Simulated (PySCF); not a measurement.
PySCF 2.14 output of an unrestricted PBE calculation on a single atom or ion in aug-cc-pV(T+d)Z with one added diffuse shell each of s, p, d, f type (7s6p5d3f, 71 functions), with the non-relativistic Hamiltonian (point nucleus):

```
SCF conv_tol = 1e-09
number electrons alpha = 10  beta = 6
    J. P. Perdew, K. Burke, and M. Ernzerhof.,  Phys. Rev. Lett. 77, 3865 (1996)
    J. P. Perdew, K. Burke, and M. Ernzerhof.,  Phys. Rev. Lett. 78, 1396 (1997)
    J. P. Perdew, K. Burke, and M. Ernzerhof.,  Phys. Rev. Lett. 77, 3865 (1996)
    J. P. Perdew, K. Burke, and M. Ernzerhof.,  Phys. Rev. Lett. 78, 1396 (1997)
cycle= 1 E= -397.284737841941  delta_E= -0.009  |g|= 0.0317  |ddm|= 0.277
cycle= 2 E= -397.284903740839  delta_E= -0.000166  |g|= 0.0236  |ddm|= 0.154
cycle= 3 E= -397.285455368599  delta_E= -0.000552  |g|= 0.0062  |ddm|= 0.0779
cycle= 4 E= -397.285474630225  delta_E= -1.93e-05  |g|= 0.000275  |ddm|= 0.00964
cycle= 5 E= -397.285474719074  delta_E= -8.88e-08  |g|= 3.32e-05  |ddm|= 0.00115
cycle= 6 E= -397.285474720422  delta_E= -1.35e-09  |g|= 1e-06  |ddm|= 0.000113
cycle= 7 E= -397.285474720425  delta_E= -3.3e-12  |g|= 6.35e-08  |ddm|= 7.4e-06
converged SCF energy = -397.285474720425  <S^2> = 6.0034987  2S+1 = 5.0013993
```

The run itself started from symmetry-adapted Hartree-Fock orbitals and held the occupation by maximum overlap, on a logarithmic radial grid, so the iterations belong to that start.

Problem. Which element, charge and spin multiplicity is this?

Solution. S (sulfur, neutral), multiplicity 5; the state was [Ne] 3s1 3p4 3d1, one real determinant (an excited configuration).

⟨L²⟩ = 8.02 against 12 for a pure F term, so this real determinant mixes terms. The outer electron is Rydberg-like, and this basis confines it to a smaller radius and binds it less than a complete one would.
